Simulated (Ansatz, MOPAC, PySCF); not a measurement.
Noncovalent pair: CH4O (SMILES CO) (first 6 atoms) with CH2F2 (SMILES FCF); geometry from B3LYP-D3(BJ)/def2-TZVP, rigid monomers moved along the line of their centres of mass till O2···H11 is 2.05 Å.
(charge 0, multiplicity 1):
```xyz
11

C      0.38733    -0.58090     0.42495
O      0.26264     0.75478     0.90939
H     -0.26977    -0.76405    -0.43108
H      0.09221    -1.23807     1.24028
H      1.41819    -0.81699     0.14292
H      0.53956     1.36427     0.21838
F     -0.02556    -1.05947     3.64403
C      0.23528     0.25900     3.90628
F      1.37607     0.32484     4.65357
H     -0.58966     0.65776     4.49901
H      0.39349     0.77319     2.95957
```

Monomers are frozen at their geometry in the pair; levels with a basis set take the counterpoise correction. Rows marked so take none.

Cores are frozen in the correlated methods. Rows in 6-31G* carry no dispersion term and start afresh at each structure (6-31G* with six Cartesian d functions). MP2/6-31G* freezes PySCF's default core. The state that PM7 reach isn't checked; PM7 holds dispersion and hydrogen-bond terms.

Programs: Ansatz (a first-principles code); MOPAC for PM7 (differences of heats of formation); PySCF for 6-31G* rows, the dispersion terms. 

```tsv
level	interaction energy (meV)
PM7	-86.9
PBE/def2-TZVPPD	-62.9
PBE-D4/def2-TZVPPD	-106.3
r2SCAN/def2-TZVPPD	-82.1
B3LYP/6-31G* (no counterpoise)	-164.3
PBE0-D4/def2-TZVPPD	-113.2
wB97M-V/def2-TZVPPD	-110.4
MP2/6-31G*	___
CCSD(T)/aug-cc-pVDZ	___
```

Some entries are withheld; supply them.


- MP2/6-31G*, interaction energy (meV): -54.7
- CCSD(T)/aug-cc-pVDZ, interaction energy (meV): -85.0
